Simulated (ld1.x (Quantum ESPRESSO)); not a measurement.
# Logarithmic derivatives: Sm, ultrasoft

samarium, ultrasoft, made with ld1.x (Quantum ESPRESSO) 7.5 (LDA (PZ), non-relativistic). Core [Kr] 4d10, reference 4f6 5s2 5p6 5d0 6s2 6p0. Waves: 5s (bound): rcut 2.35, rcutus 2.70 bohr; 6s (bound): rcut 2.35, rcutus 2.70 bohr; 5p (bound): rcut 2.70, rcutus 2.95 bohr; 6p (bound, empty): rcut 2.70, rcutus 2.95 bohr; 5d (bound, empty): rcut 3.40, rcutus 3.90 bohr; 5d channel at 0.25 Ry: rcut 3.40, rcutus 3.90 bohr; 4f (bound): rcut 0.90, rcutus 1.00 bohr; 4f channel at 0.25 Ry: rcut 0.90, rcutus 1.00 bohr. Local part: all-electron potential smoothed inside 3.40 bohr (lloc = -1). Core correction: none. Augmentation charge: PSQ, radius 0.95 bohr.

The phase is arctan(r·u′/u) with u = r·R(r), unwrapped; energies in Ry, scanned from -5 to 5 Ry. A pole is an energy at which the radial function vanishes at the test radius. The pseudo phase is shifted by a multiple of π to meet the all-electron one at the reference energy, and phase errors are pseudo minus all-electron; the curves can meet again beyond the range given. Levels narrower than the energy grid can be missing from the lists of poles.

| channel | radius (bohr) | reference energy (Ry) | poles, all-electron | poles, pseudo | unbroken range about the reference energy with phases within 0.05 rad | phase error 1 Ry above the reference energy (rad) |
| --- | --- | --- | --- | --- | --- | --- |
| s | 4.23 | -0.26 | 0.53, 4.02 | 0.53, 3.48 | below 1.6 | -0.002 |
| p | 4.23 | -0.10 | -1.66, 1.09, 4.72 | -1.66, 1.07, 4.00 | below 2.0 | -0.003 |
| d | 4.23 | -0.18 | 0.01, 2.31 | 0.01, 2.03 | below 0.8 | -0.034 |
| f | 4.23 | -0.43 | 1.59, 4.29 | 1.60, 4.59 | below 2.4 | +0.000 |

Phases in the f channel:

```
E (Ry)  all-electron  pseudo
 -5.00         1.468   1.468
 -4.74         1.465   1.465
 -4.48         1.462   1.462
 -4.22         1.459   1.459
 -3.96         1.456   1.456
 -3.70         1.452   1.452
 -3.44         1.448   1.448
 -3.18         1.444   1.444
 -2.92         1.439   1.439
 -2.66         1.433   1.433
 -2.40         1.427   1.427
 -2.14         1.419   1.419
 -1.88         1.411   1.411
 -1.62         1.400   1.401
 -1.36         1.388   1.388
 -1.10         1.372   1.372
 -0.84         1.351   1.351
 -0.58         1.317   1.317
 -0.32         1.304   1.304
 -0.06         1.233   1.233
  0.20         1.114   1.114
  0.46         0.808   0.808
  0.72        -0.280  -0.278
  0.98        -1.174  -1.172
  1.24        -1.426  -1.424
  1.50        -1.541  -1.538
  1.76        -1.619  -1.615
  2.02        -1.696  -1.686
  2.28        -1.805  -1.781
  2.54        -2.068  -1.974
  2.80        -3.345  -2.749
  3.06        -4.316  -4.131
  3.32        -4.520  -4.452
  3.58        -4.605  -4.564
  3.84        -4.655  -4.622
  4.10        -4.690  -4.661
  4.36        -4.720  -4.690
  4.62        -4.747  -4.715
  4.88        -4.777  -4.737
```
